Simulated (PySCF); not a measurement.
## Ni: ionisation energy

Ni [Ar] 3d8 4s2 (3F) → Ni⁺ [Ar] 3d9 (2D), as a difference of total energies. All numbers are calculated (PySCF 2.14, the non-relativistic Hamiltonian (point nucleus), in def2-QZVPPD). Correlated levels: valence: [Ar] frozen; valence and next inner shell: [Ne] frozen. The calculations carry no spin-orbit coupling.

| method | ionisation energy (eV) | plus first-order spin-orbit estimate | difference from reference of that sum (eV) |
| --- | --- | --- | --- |
| UHF | 7.720 | 7.773 | +0.133 |
| LDA | 7.011 | 7.064 | -0.576 |
| PBE | 7.117 | 7.170 | -0.470 |
| PBE0 | 7.217 | 7.270 | -0.370 |
| r2SCAN | 7.652 | 7.705 | +0.065 |
| BLYP | 7.300 | 7.353 | -0.287 |
| B3LYP | 7.477 | 7.530 | -0.110 |
| B2PLYP | 7.173 | 7.226 | -0.414 |
| BP86 | 7.279 | 7.332 | -0.308 |
| MP2 (valence) | 6.446 | 6.499 | -1.141 |
| SCS-MP2 (valence) | 6.657 | 6.710 | -0.930 |
| MP2 (valence and next inner shell) | 5.988 | 6.041 | -1.599 |
| SCS-MP2 (valence and next inner shell) | 6.310 | 6.363 | -1.277 |

Reference: 7.640 eV (measured; NIST Atomic Spectra Database, ionization energies).

A first-order spin-orbit estimate (lowest level to lowest level, LS coupling) adds 0.053 eV.

These non-relativistic numbers lack the scalar-relativistic shift.

Errors of the correlated levels include the incompleteness of this basis and the frozen core.

MP2 underrates the near-degeneracy of ns² with np² in the lower species.
